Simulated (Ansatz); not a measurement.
Relaxation of CH2FOSi (6 atoms, charge 1, multiplicity 1), to a largest force component of 0.02 eV/Å in at most 50 steps.

Computed with Ansatz, RKS PBE0/def2-SVP.

```xyz
6
Properties=species:S:1:pos:R:3
O -1.198 1.064 -1.117
Si -0.268 0.360 -0.118
C 0.961 -0.706 0.652
F 0.513 -1.901 1.056
H -1.547 1.425 -1.944
H -0.172 0.806 1.248
```

Q: Where does it end, and by what steps?

A: It converged. Limits of this set-up: the dipole of an ion depends on the origin. After 13 steps the energy has fallen by 1.207 eV; H5 moved furthest, 0.74 Å.

```tsv
step	energy less start (eV)	largest force component (eV/Å)	accepted
0	0.0000	4.209	yes
1	-0.2959	3.102	yes
2	-0.4108	4.081	yes
3	-0.5081	3.523	yes
4	-0.8803	2.094	yes
5	-1.0742	0.683	yes
6	-1.1679	0.821	yes
7	-1.1625	1.113	no
8	-1.1947	0.358	yes
9	-1.2050	0.200	yes
10	-1.2069	0.082	yes
11	-1.2070	0.030	yes
12	-1.2071	0.028	yes
13	-1.2071	0.011	yes
```

```xyz
6
Properties=species:S:1:pos:R:3
O -0.993 1.179 -1.036
Si -0.591 0.495 0.352
C 0.732 -0.817 0.370
F 0.731 -2.041 0.521
H -1.163 0.795 -1.908
H -0.429 1.437 1.477
```

Whether the end is a true minimum wasn't checked by a vibrational analysis.

The run took 43 s on 1 thread of Intel(R) Xeon(R) Platinum 8259CL CPU @ 2.50GHz (Skylake/Cascade Lake) (shared host), peak memory 0.17 GiB.
